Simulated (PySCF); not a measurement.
## Computed properties of C3S2, SMILES S=C=C=C=S

C3S2, SMILES S=C=C=C=S. Geometry: PBE0-D3(BJ)/def2-SVP. Other conformers were not sampled. All values are computed for the isolated molecule unless a solvent is named; none is compared with measurement here.

**Structure.** The optimised structure has D∞h symmetry. All 10 harmonic modes at PBE0-D3(BJ)/def2-SVP (PySCF) are real, so it is a minimum. With heavy atoms numbered as in [S:1]=[C:2]=[C:3]=[C:4]=[S:5], the shortest bond between them is C2–C3 at 1.283 Å and the longest C4–S5 at 1.557 Å.

**Vibrations.** The strongest infrared lines (harmonic, unscaled, degenerate partners summed) lie at 2213 cm⁻¹ (2865 km/mol, C 100 %), 1079 cm⁻¹ (289 km/mol, C 64 %, S 36 %), 531 cm⁻¹ (3 km/mol, C 97 %). The softest mode is at 105 cm⁻¹ and the zero-point energy is 11.0 kcal/mol.

**Electronic structure.** HF/def2-TZVP (PySCF) places the frontier levels at -9.20 and 0.00 eV, a gap of 9.20 eV, and gives a dipole moment of 0.00 D and a mean polarisability of 98.0 bohr³. PBE/def2-TZVP (PySCF) at the same geometry gives -6.34 and -3.61 eV, so its gap is 6.47 eV narrower. An orbital gap is neither the optical nor the fundamental gap.

**Excitations.** TDA-PBE0/def2-SVPD (PySCF) has S1 at 2.66 eV (465 nm, f = 0.000, dark); the most intense of the 10 singlets computed lies at 6.95 eV (f = 4.65). Strengths of degenerate partners are summed. T1 (TDA) is at 2.16 eV, 0.50 eV under S1. TDA-PBE/def2-SVPD (PySCF) puts S1 at 2.74 eV.

**NMR.** GIAO shifts at PBE0/pcSseg-1 (PySCF) (non-relativistic, atoms alike by connectivity averaged): ¹³C from 64.3 to 143.1 ppm against TMS.

**Solvation.** SMD-PBE0/def2-SVP (PySCF) gives 2.1 kcal/mol in water, -1.0 kcal/mol in 2-propanol, -0.7 kcal/mol in N,N-dimethylformamide (1 M in both phases, gas-phase geometry); of these solvents 2-propanol holds the molecule best.
